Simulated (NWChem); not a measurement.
# C2H6ClGe cation

```xyz
10

C      0.1425    -1.7574    -1.1524
Ge     0.0012     0.0001    -0.3495
C     -0.1430     1.7574    -1.1522
Cl     0.0039     0.0002     1.7579
H      1.0752    -2.2159    -0.8048
H      0.1316    -1.6720    -2.2413
H     -0.7001    -2.3619    -0.7982
H      0.6949     2.3655    -0.7933
H     -0.1265     1.6726    -2.2411
H     -1.0796     2.2115    -0.8092
```
Atoms are numbered in this order, from 1.

All runs use the structure optimised with B3LYP/6-31G* (spherical d).

Problem. Give the principal values of the shielding tensors (ppm) of C1, Ge2, Cl4 from B3LYP/6-311G** (spherical d), GIAO (NWChem), with their diamagnetic and paramagnetic parts as GIAO splits them.

Solution. 
```
atom     σ11    σ22    σ33  isotropic  diamagnetic  paramagnetic
----  ------  -----  -----  ---------  -----------  ------------
C1     115.0  148.1  191.6      151.6        250.0         -98.4
Ge2   -143.1  652.1  928.2      479.1       2756.8       -2277.7
Cl4      6.9  595.6  799.9      467.4       1146.2        -678.8
```
